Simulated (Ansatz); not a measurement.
Ansatz (an electronic-structure program) input file for H₁₁NSi₄, SMILES N[Si]([SiH3])([SiH3])[SiH3], PBE-D3(BJ)/def2-SVP. 

Ansatz 0.2 input:
```yaml
crystal:
  periodic: [false, false, false]
  atoms:
    - {symbol: N, position_ang: [2.11395717, -0.22781340, 0.00000004]}
    - {symbol: Si, position_ang: [0.37359546, -0.01078744, 0.00000000]}
    - {symbol: Si, position_ang: [-0.39773306, 2.22501974, -0.00000032]}
    - {symbol: Si, position_ang: [-0.49492988, -1.07004161, 1.90735460]}
    - {symbol: Si, position_ang: [-0.49492988, -1.07004215, -1.90735430]}
    - {symbol: H, position_ang: [2.62379970, 0.06855161, -0.82946424]}
    - {symbol: H, position_ang: [2.62379969, 0.06855184, 0.82946423]}
    - {symbol: H, position_ang: [0.09745698, 2.95829443, -1.20940884]}
    - {symbol: H, position_ang: [-1.89441369, 2.27961674, -0.00000032]}
    - {symbol: H, position_ang: [0.09745697, 2.95829477, 1.20940800]}
    - {symbol: H, position_ang: [-1.97069242, -0.83691554, 1.98252488]}
    - {symbol: H, position_ang: [-0.23738955, -2.54297608, 1.87619336]}
    - {symbol: H, position_ang: [0.13316352, -0.50845500, 3.14585811]}
    - {symbol: H, position_ang: [0.13316354, -0.50845588, -3.14585796]}
    - {symbol: H, position_ang: [-0.23738953, -2.54297661, -1.87619266]}
    - {symbol: H, position_ang: [-1.97069241, -0.83691609, -1.98252466]}
basis:
  gaussian:
    orbitals: def2-SVP
hamiltonian:
  xc: pbe
  dispersion: d3bj
relax: {f_tol: 0.002, max_steps: 200}
```

Output:

```
WARN ansatz: RAYON_NUM_THREADS=2 ignored (pool sized by the plan → 2); use --threads N
Functional definition: PBE
integrals: 0.10 GiB planned
1594 factors; their error is unknown
mean field: 0.49 GiB planned
mean field evaluation 1: about -33142.1263 eV, gradient 6.0e1 eV
mean field evaluation 2: about -33106.4421 eV, gradient 1.2e2 eV
mean field evaluation 4: about -33149.9883 eV, gradient 7.9e0 eV
mean field evaluation 8: about -33150.2493 eV, gradient 1.6e-1 eV
mean field evaluation 16: about -33150.1090 eV, gradient 3.9e-4 eV
mean field -33150.10902493 eV, -1218.2440367151 hartree, gradient 2.2e-5 eV, S^2 0.000000; 0 other end points of the search recorded, 0 dependent functions left out
the calculation of the forces begins
reference -33150.10907412 eV, -1218.2440385229 hartree; 37, 37 occupied and 104, 104 virtual orbitals, 1594 factors
relax step   1: F+E_penalty+E_count = -33150.55670265 eV  Δ(F+E_penalty+E_count) = +0.000e0 eV  max|allowed force component| = 2.606e-1 eV/Å  Δτ_max = 0.0000 Å  (31 SCF iters, accepted)
these checks for a lower state are left out or cut short: starts, cluster_reference, orbital_swaps, neighbouring_geometries, increment
integrals: 0.10 GiB planned
1594 factors; their error is unknown
mean field: 0.49 GiB planned
mean field -33150.12172406 eV, -1218.2445033997 hartree, gradient 2.0e-5 eV, S^2 0.000000; 0 other end points of the search recorded, 0 dependent functions left out
the calculation of the forces begins
reference -33150.12177341 eV, -1218.2445052133 hartree; 37, 37 occupied and 104, 104 virtual orbitals, 1594 factors
relax step   2: F+E_penalty+E_count = -33150.56790007 eV  Δ(F+E_penalty+E_count) = -1.120e-2 eV  max|allowed force component| = 1.236e-1 eV/Å  Δτ_max = 0.0187 Å  (30 SCF iters, accepted)
these checks for a lower state are left out or cut short: starts, cluster_reference, orbital_swaps, neighbouring_geometries, increment
integrals: 0.10 GiB planned
1594 factors; their error is unknown
mean field: 0.49 GiB planned
mean field evaluation 32: about -33150.1232 eV, gradient 7.2e-5 eV
mean field -33150.12318568 eV, -1218.2445571131 hartree, gradient 2.0e-5 eV, S^2 0.000000; 0 other end points of the search recorded, 0 dependent functions left out
the calculation of the forces begins
reference -33150.12323505 eV, -1218.2445589274 hartree; 37, 37 occupied and 104, 104 virtual orbitals, 1594 factors
relax step   3: F+E_penalty+E_count = -33150.56876909 eV  Δ(F+E_penalty+E_count) = -8.690e-4 eV  max|allowed force component| = 6.512e-2 eV/Å  Δτ_max = 0.0210 Å  (29 SCF iters, accepted)
these checks for a lower state are left out or cut short: starts, cluster_reference, orbital_swaps, neighbouring_geometries, increment
integrals: 0.10 GiB planned
1594 factors; their error is unknown
mean field: 0.49 GiB planned
mean field -33150.12332293 eV, -1218.2445621572 hartree, gradient 2.0e-5 eV, S^2 0.000000; 0 other end points of the search recorded, 0 dependent functions left out
the calculation of the forces begins
reference -33150.12337226 eV, -1218.2445639697 hartree; 37, 37 occupied and 104, 104 virtual orbitals, 1594 factors
relax step   4: F+E_penalty+E_count = -33150.56911069 eV  Δ(F+E_penalty+E_count) = -3.416e-4 eV  max|allowed force component| = 7.757e-2 eV/Å  Δτ_max = 0.0113 Å  (30 SCF iters, accepted)
these checks for a lower state are left out or cut short: starts, cluster_reference, orbital_swaps, neighbouring_geometries, increment
integrals: 0.10 GiB planned
1594 factors; their error is unknown
mean field: 0.49 GiB planned
mean field -33150.12377729 eV, -1218.2445788543 hartree, gradient 2.0e-5 eV, S^2 0.000000; 0 other end points of the search recorded, 0 dependent functions left out
the calculation of the forces begins
reference -33150.12382663 eV, -1218.2445806676 hartree; 37, 37 occupied and 104, 104 virtual orbitals, 1594 factors
relax step   5: F+E_penalty+E_count = -33150.56956717 eV  Δ(F+E_penalty+E_count) = -4.565e-4 eV  max|allowed force component| = 2.559e-2 eV/Å  Δτ_max = 0.0104 Å  (31 SCF iters, accepted)
these checks for a lower state are left out or cut short: starts, cluster_reference, orbital_swaps, neighbouring_geometries, increment
integrals: 0.10 GiB planned
1594 factors; their error is unknown
mean field: 0.49 GiB planned
mean field -33150.12380955 eV, -1218.2445800400 hartree, gradient 2.1e-5 eV, S^2 0.000000; 0 other end points of the search recorded, 0 dependent functions left out
the calculation of the forces begins
reference -33150.12385886 eV, -1218.2445818521 hartree; 37, 37 occupied and 104, 104 virtual orbitals, 1594 factors
relax step   6: F+E_penalty+E_count = -33150.56968773 eV  Δ(F+E_penalty+E_count) = -1.206e-4 eV  max|allowed force component| = 2.094e-3 eV/Å  Δτ_max = 0.0089 Å  (30 SCF iters, accepted)
these checks for a lower state are left out or cut short: starts, cluster_reference, orbital_swaps, neighbouring_geometries, increment
integrals: 0.10 GiB planned
1594 factors; their error is unknown
mean field: 0.49 GiB planned
mean field evaluation 64: about -33150.1238 eV, gradient 1.6e-5 eV
mean field -33150.12379895 eV, -1218.2445796504 hartree, gradient 1.6e-5 eV, S^2 0.000000; 0 other end points of the search recorded, 0 dependent functions left out
the calculation of the forces begins
reference -33150.12384825 eV, -1218.2445814622 hartree; 37, 37 occupied and 104, 104 virtual orbitals, 1594 factors
relax step   7: F+E_penalty+E_count = -33150.56969522 eV  Δ(F+E_penalty+E_count) = -7.486e-6 eV  max|allowed force component| = 2.401e-3 eV/Å  Δτ_max = 0.0037 Å  (23 SCF iters, accepted)
these checks for a lower state are left out or cut short: starts, cluster_reference, orbital_swaps, neighbouring_geometries, increment
integrals: 0.10 GiB planned
1594 factors; their error is unknown
mean field: 0.49 GiB planned
mean field -33150.12379821 eV, -1218.2445796234 hartree, gradient 1.5e-5 eV, S^2 0.000000; 0 other end points of the search recorded, 0 dependent functions left out
the calculation of the forces begins
reference -33150.12384751 eV, -1218.2445814351 hartree; 37, 37 occupied and 104, 104 virtual orbitals, 1594 factors
relax step   8: F+E_penalty+E_count = -33150.56969917 eV  Δ(F+E_penalty+E_count) = -3.953e-6 eV  max|allowed force component| = 3.163e-3 eV/Å  Δτ_max = 0.0019 Å  (22 SCF iters, accepted)
these checks for a lower state are left out or cut short: starts, cluster_reference, orbital_swaps, neighbouring_geometries, increment
integrals: 0.10 GiB planned
1594 factors; their error is unknown
mean field: 0.49 GiB planned
mean field -33150.12380546 eV, -1218.2445798896 hartree, gradient 2.5e-5 eV, S^2 0.000000; 0 other end points of the search recorded, 0 dependent functions left out
the calculation of the forces begins
reference -33150.12385475 eV, -1218.2445817012 hartree; 37, 37 occupied and 104, 104 virtual orbitals, 1594 factors
relax step   9: F+E_penalty+E_count = -33150.56970466 eV  Δ(F+E_penalty+E_count) = -5.485e-6 eV  max|allowed force component| = 3.203e-3 eV/Å  Δτ_max = 0.0031 Å  (22 SCF iters, accepted)
these checks for a lower state are left out or cut short: starts, cluster_reference, orbital_swaps, neighbouring_geometries, increment
integrals: 0.10 GiB planned
1594 factors; their error is unknown
mean field: 0.49 GiB planned
mean field -33150.12384564 eV, -1218.2445813663 hartree, gradient 1.4e-5 eV, S^2 0.000000; 0 other end points of the search recorded, 0 dependent functions left out
the calculation of the forces begins
reference -33150.12389494 eV, -1218.2445831779 hartree; 37, 37 occupied and 104, 104 virtual orbitals, 1594 factors
relax step  10: F+E_penalty+E_count = -33150.56970981 eV  Δ(F+E_penalty+E_count) = -5.151e-6 eV  max|allowed force component| = 2.724e-3 eV/Å  Δτ_max = 0.0051 Å  (22 SCF iters, accepted)
these checks for a lower state are left out or cut short: starts, cluster_reference, orbital_swaps, neighbouring_geometries, increment
integrals: 0.10 GiB planned
1594 factors; their error is unknown
mean field: 0.49 GiB planned
mean field -33150.12385888 eV, -1218.2445818530 hartree, gradient 1.8e-5 eV, S^2 0.000000; 0 other end points of the search recorded, 0 dependent functions left out
the calculation of the forces begins
reference -33150.12390818 eV, -1218.2445836645 hartree; 37, 37 occupied and 104, 104 virtual orbitals, 1594 factors
relax step  11: F+E_penalty+E_count = -33150.56971068 eV  Δ(F+E_penalty+E_count) = -8.701e-7 eV  max|allowed force component| = 1.184e-3 eV/Å  Δτ_max = 0.0020 Å  (20 SCF iters, accepted)
integrals: 0.10 GiB planned
1594 factors; their error is unknown
mean field: 0.49 GiB planned
mean field evaluation 96: about -33150.2494 eV, gradient 2.3e0 eV
mean field -33150.12385888 eV, -1218.2445818530 hartree, gradient 1.7e-5 eV, S^2 0.000000; 1 other end points of the search recorded, 0 dependent functions left out
the calculation of the forces begins
reference -33150.12390818 eV, -1218.2445836645 hartree; 37, 37 occupied and 104, 104 virtual orbitals, 1594 factors
Total energy: -33150.56975997 eV, -1218.2609684157 hartree
Atom 0 at     2.121762    -0.239827     0.000001 Å, force     0.000234     0.000566    -0.000019 eV/Å
Atom 1 at     0.369917    -0.011563    -0.000001 Å, force     0.000484    -0.000222     0.000005 eV/Å
Atom 2 at    -0.402068     2.229844    -0.000002 Å, force    -0.000025     0.000348     0.000003 eV/Å
Atom 3 at    -0.492887    -1.075768     1.913477 Å, force    -0.000775    -0.001184    -0.000206 eV/Å
Atom 4 at    -0.492889    -1.075768    -1.913480 Å, force    -0.000777    -0.001180     0.000214 eV/Å
Atom 5 at     2.621687     0.086143    -0.834023 Å, force     0.000361    -0.000155     0.000905 eV/Å
Atom 6 at     2.621683     0.086116     0.834039 Å, force     0.000360    -0.000144    -0.000894 eV/Å
Atom 7 at     0.098481     2.967162    -1.217761 Å, force    -0.000361     0.000085     0.000501 eV/Å
Atom 8 at    -1.909091     2.289302     0.000004 Å, force     0.000528     0.000350    -0.000002 eV/Å
Atom 9 at     0.098490     2.967167     1.217749 Å, force    -0.000361     0.000084    -0.000501 eV/Å
Atom 10 at    -1.975247    -0.824199     2.004915 Å, force     0.000747    -0.000326     0.000354 eV/Å
Atom 11 at    -0.251183    -2.561617     1.870776 Å, force    -0.000358     0.001002     0.000300 eV/Å
Atom 12 at     0.158002    -0.524112     3.157295 Å, force    -0.000227     0.000052    -0.000966 eV/Å
Atom 13 at     0.157997    -0.524111    -3.157299 Å, force    -0.000226     0.000048     0.000966 eV/Å
Atom 14 at    -0.251183    -2.561617    -1.870776 Å, force    -0.000356     0.001001    -0.000306 eV/Å
Atom 15 at    -1.975249    -0.824202    -2.004914 Å, force     0.000750    -0.000326    -0.000354 eV/Å
Dipole moment:     0.304106     0.093546     0.000003 e Å
```

The calculation finished and met its thresholds.
